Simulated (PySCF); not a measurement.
Breaking a bond: SMILES FC. The C1–H5 bond (C1 also carries F, H, H; H5 carries nothing else) is varied alone, starting from the PBE0/def2-TZVP optimised geometry.

Levels: UHF/def2-TZVP (PySCF); UCCSD(T) = CCSD(T) on UHF/def2-TZVP, 2 core orbitals frozen in PySCF 2.14.0.

Energies relative to the lowest point of each curve near equilibrium, in kJ/mol:

```
R / Å    UHF
-----  -----
0.97    26.6
1.02     7.1
1.07     0.1
1.14     5.4
1.20    19.9
1.28    48.8
1.82   295.7
1.97   326.8
2.18   350.1
2.38   360.9
3.30   371.2
3.80   371.6
```

### Question
What does UCCSD(T) give at the same points?

### Answer
0.97: 30.9; 1.02: 9.8; 1.07: 0.9; 1.14: 3.2; 1.20: 14.9; 1.28: 39.5; 1.82: 265.1; 1.97: 318.0; 2.18: 378.6; 2.38: 419.6; 3.30: 460.4; 3.80: 461.5 (kJ/mol).

The unrestricted determinant behind UHF, UCCSD(T) is spin-contaminated at 1.82 to 3.80 Å (<S²> up to 1.0, against 0.00 for a pure singlet).
